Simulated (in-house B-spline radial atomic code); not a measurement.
# Ionising the vanadium ion V⁶⁺ with different functionals

Computed with an all-electron radial atomic-structure program (B-spline basis): scalar-relativistic (spin-free X2C) Hamiltonian, Fermi nucleus of rms radius 3.6002 fm, spin-polarised at highest spin, spherical fractional occupations for the functionals, the average over the highest-spin determinants for Hartree-Fock. The ionisation energy is the difference of two self-consistent energies, [Ne] 3s2 3p5 → [Ne] 3s2 3p4, without Breit or QED terms; ε is the level of the shell that loses the electron (its least bound occupied spin orbital).

Hybrids are left out here: with spherical fractional occupations of an open shell their exact exchange keeps a self-interaction that integer-occupation calculations don't have.

```json
{"method": "Hartree-Fock", "rung": "Hartree-Fock", "ΔSCF (eV)": "?", "-ε(3p) (eV)": "?"}
{"method": "LDA VWN5", "rung": "LDA", "ΔSCF (eV)": "?", "-ε(3p) (eV)": "?"}
{"method": "LDA PW92", "rung": "LDA", "ΔSCF (eV)": "150.77", "-ε(3p) (eV)": "139.46"}
{"method": "LDA exchange-only", "rung": "LDA", "ΔSCF (eV)": "148.54", "-ε(3p) (eV)": "137.35"}
{"method": "PBE", "rung": "GGA", "ΔSCF (eV)": "150.61", "-ε(3p) (eV)": "139.39"}
{"method": "PBEsol", "rung": "GGA", "ΔSCF (eV)": "150.51", "-ε(3p) (eV)": "139.28"}
{"method": "BLYP", "rung": "GGA", "ΔSCF (eV)": "150.46", "-ε(3p) (eV)": "139.22"}
{"method": "RPBE", "rung": "GGA", "ΔSCF (eV)": "150.56", "-ε(3p) (eV)": "139.36"}
{"method": "PW91", "rung": "GGA", "ΔSCF (eV)": "150.76", "-ε(3p) (eV)": "139.52"}
{"method": "BP86", "rung": "GGA", "ΔSCF (eV)": "150.77", "-ε(3p) (eV)": "139.51"}
{"method": "AM05", "rung": "GGA", "ΔSCF (eV)": "150.53", "-ε(3p) (eV)": "139.28"}
{"method": "OLYP", "rung": "GGA", "ΔSCF (eV)": "150.79", "-ε(3p) (eV)": "139.66"}
{"method": "TPSS", "rung": "meta-GGA", "ΔSCF (eV)": "150.73", "-ε(3p) (eV)": "139.59"}
{"method": "SCAN", "rung": "meta-GGA", "ΔSCF (eV)": "150.87", "-ε(3p) (eV)": "139.96"}
{"method": "r2SCAN", "rung": "meta-GGA", "ΔSCF (eV)": "150.79", "-ε(3p) (eV)": "139.89"}
{"method": "revTPSS", "rung": "meta-GGA", "ΔSCF (eV)": "150.60", "-ε(3p) (eV)": "139.48"}
```

(1) What does LDA VWN5 give?

(2) What does Hartree-Fock give?

(3) How do they compare with the NIST value?

Answers

(1) ΔSCF 150.77 eV, and -ε(3p) = 139.47 eV.

(2) ΔSCF 148.98 eV, and -ε(3p) = 149.91 eV.

(3) NIST lists 150.7 eV ± 0.13 (semi-empirical, ground level to ground level). Errors run from -2.18 to +0.15 eV; TPSS is closest (+0.01 eV), though others lie within the uncertainty of it, and part of that can be cancellation, since the calculations leave out spin-orbit coupling, Breit-QED terms, multiplet and fine-structure energies. Hartree-Fock also lacks correlation.
